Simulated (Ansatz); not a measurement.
Geometry optimisation, RKS PBE-D4/def2-SVP (Ansatz 0.2.0).

The input (input.yaml):

```yaml
crystal:
  periodic: [false, false, false]
  atoms:
    - { symbol: B, position_ang: [0.005819, -0.096471, 0.24326] }
    - { symbol: C, position_ang: [-0.161678, 0.141583, 1.80551] }
    - { symbol: H, position_ang: [-1.136288, -0.226725, 2.183185] }
    - { symbol: H, position_ang: [0.641574, -0.337231, 2.397113] }
    - { symbol: H, position_ang: [-0.115101, 1.233087, 2.02134] }
    - { symbol: O, position_ang: [1.236909, -0.572921, -0.188833] }
    - { symbol: H, position_ang: [1.21928, -0.747588, -1.150476] }
    - { symbol: O, position_ang: [-0.937888, 0.148075, -0.720442] }
    - { symbol: H, position_ang: [-1.795786, 0.410924, -0.346207] }
    - { symbol: F, position_ang: [-0.104585, -2.497309, 1.032996] }
    - { symbol: H, position_ang: [0.581343, -1.871424, 0.906255] }
basis:
  gaussian: { orbitals: def2-SVP }
hamiltonian:
  xc: pbe
  dispersion: d4
relax:
  f_tol: 0.03
  max_steps: 50
output:
  orbitals: {}
```

Launched with:

```bash
$ ansatz run input.yaml --threads 2 --pin off --max-ram 3072MiB --backend cpu --events-out ev --progress --plain --runs-dir out
```

**Question.** Where does it end, and by what steps?

**Answer.** The run converged. The force dipped under the threshold on the way, but the program's further checks kept it going. After 25 steps the energy has fallen by 0.199 eV; F10 moved furthest, 0.95 Å.

| step | energy less start (eV) | largest force component (eV/Å) | accepted |
| --- | --- | --- | --- |
| 0 | 0.0000 | 0.640 | yes |
| 1 | -0.1097 | 0.299 | yes |
| 2 | -0.1421 | 0.697 | yes |
| 3 | -0.1299 | 0.677 | no |
| 4 | -0.1628 | 0.277 | yes |
| 5 | -0.1537 | 0.329 | no |
| 6 | -0.1679 | 0.083 | yes |
| 7 | -0.1686 | 0.034 | yes |
| 8 | -0.1689 | 0.018 | yes |
| 9 | -0.1693 | 0.020 | yes |
| 10 | -0.1697 | 0.078 | yes |
| 11 | -0.1703 | 0.088 | yes |
| 12 | -0.1692 | 0.311 | no |
| 13 | -0.1698 | 0.138 | no |
| 14 | -0.1714 | 0.013 | yes |
| 15 | -0.1733 | 0.129 | yes |
| 16 | -0.1733 | 0.312 | no |
| 17 | -0.1758 | 0.059 | yes |
| 18 | -0.1784 | 0.092 | yes |
| 19 | -0.1793 | 0.256 | yes |
| 20 | -0.1833 | 0.238 | yes |
| 21 | -0.1933 | 0.166 | yes |
| 22 | -0.1956 | 0.179 | yes |
| 23 | -0.1975 | 0.125 | yes |
| 24 | -0.1988 | 0.050 | yes |
| 25 | -0.1994 | 0.022 | yes |

```xyz
11
Properties=species:S:1:pos:R:3
B -0.161 -0.046 0.245
C -0.317 0.209 1.790
H -1.318 0.565 2.102
H -0.091 -0.742 2.316
H 0.437 0.949 2.133
O 1.009 -0.667 -0.190
H 0.999 -0.789 -1.159
O -1.064 0.270 -0.737
H -1.865 0.691 -0.383
F 0.760 -2.783 1.319
H 1.044 -2.073 0.746
```

Whether the end is a true minimum wasn't checked by a vibrational analysis.

The run took 48 s on 2 threads of Arm Neoverse V1 (shared host), peak memory 0.15 GiB.
